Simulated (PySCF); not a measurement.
Numbering as in the mapped SMILES `[F:1][c:2]1[cH:3][cH:4][c:5]([O:6][SiH3:7])[cH:8][c:9]1[F:10]` (H(Xn): hydrogen on atom n).

[PySCF: PBE0-D3(BJ)/def2-SVP geometry; shieldings: GIAO PBE0/pcSseg-1; one averaged value for each set of equivalent atoms; no solvent; no relativistic terms; one conformer]

Scale: TMS for ¹³C (184.41 ppm) (reference shieldings calculated alike).

Do the ¹³C shifts follow the atomic charges (in e)? Tabulate both.

## Answers


```
atoms  hybridisation  δ (ppm)  σ para (ppm)  Hirshfeld    IAO  Mulliken  ESP-fitted
   C9            sp2    158.2          -226      +0.07  +0.27     +0.28       +0.33
   C5            sp2    157.9          -224      +0.08  +0.21     +0.34       +0.51
   C2            sp2    152.4          -226      +0.06  +0.24     +0.26       +0.12
   C3            sp2    123.6          -198      -0.06  -0.18     -0.15       -0.19
   C4            sp2    119.2          -189      -0.07  -0.19     -0.10       -0.40
   C8            sp2    107.8          -187      -0.09  -0.25     -0.25       -0.53
```

Correlation coefficients of δ with charge over these carbons: Hirshfeld +0.99, IAO +0.98, Mulliken +0.99, ESP-fitted +0.97; with the paramagnetic shielding -0.98. With so few points these coefficients are fragile. Charge is one influence among several: hybridisation and low-lying excitations act through the paramagnetic term.

Shifts are as computed. Against solution values, carbons near 30 ppm lie about +2 ppm off and those near 130 ppm about +5 ppm. Of 1211 compounds with measured shifts, 218 miss one by over three times the rms of a fit or turn the order of signals round; such compounds aren't used in these exercises.
